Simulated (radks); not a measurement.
The numbers below are computed, except where a source is named.
Problem. The mean radii <r> (bohr) of the occupied orbitals of an atom or ion are listed with their occupations. Code: a radial shooting solver on a logarithmic mesh with Libxc functionals. Model: Dirac Kohn-Sham, PBE, spin-unpolarised, spherical densities, point nucleus.

| orbital | occ. | <r> |
|---|---|---|
| 1s1/2 | 2 | 0.01658 |
| 2s1/2 | 2 | 0.06923 |
| 2p1/2 | 2 | 0.05692 |
| 2p3/2 | 4 | 0.06560 |
| 3s1/2 | 2 | 0.1797 |
| 3p1/2 | 2 | 0.1701 |
| 3p3/2 | 4 | 0.1858 |
| 3d3/2 | 4 | 0.1617 |
| 3d5/2 | 6 | 0.1664 |
| 4s1/2 | 2 | 0.3870 |
| 4p1/2 | 2 | 0.3867 |
| 4p3/2 | 4 | 0.4156 |
| 4d3/2 | 4 | 0.4129 |
| 4d5/2 | 6 | 0.4215 |
| 4f5/2 | 3 | 0.4060 |
| 4f7/2 | 4 | 0.4097 |

Name the element and its charge. Open shells, if any, are shared by 2j + 1.

Solution. Z = 80, mercury, charge +27: Hg27+ in [Kr] 4d10 4f7. The 1s radius gives Z: for a bare nucleus <r> = (2 gamma + 1)/(2Z) with gamma = sqrt(1 - (Z/c)^2), 0.0164 bohr for Z = 80, and screening makes it slightly larger (0.01658 here). The occupations add up to 53, and the charge is Z minus that.
